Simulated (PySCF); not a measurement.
# Cr¹²⁺: ionisation energy

Cr¹²⁺ [Ne] 3s2 (1S) → Cr¹³⁺ [Ne] 3s1 (2S), as a difference of total energies. Calculation: PySCF 2.14, in an uncontracted even-tempered set (17 s from 0.81 bohr⁻², ratio 2.5; 11 p from 1.1 bohr⁻², ratio 2.5; 5 d from 4.4 bohr⁻², ratio 2.7; 4 f from 6.6 bohr⁻², ratio 2.7); no relativity, point nucleus. Correlated levels: outer shells: 1s2 frozen; virtual orbitals above 40 to 60 times the deepest correlated orbital energy dropped. The calculations carry no spin-orbit coupling.

```tsv
method	ionisation energy (eV)
UHF	349.27
MP2 (outer shells)	351.42
SCS-MP2 (outer shells)	351.65
CCSD (outer shells)	351.93
CCSD(T) (outer shells)	351.98
```

Problem. How much does correlation contribute at CCSD(T) (outer shells)?

Solution. 351.98 − (349.27) = 2.71 eV, measured against UHF.

These non-relativistic numbers lack the scalar-relativistic shift.

For comparison: 354.7 ± 0.3 eV (semi-empirical (NIST evaluation); NIST Atomic Spectra Database, ionization energies).
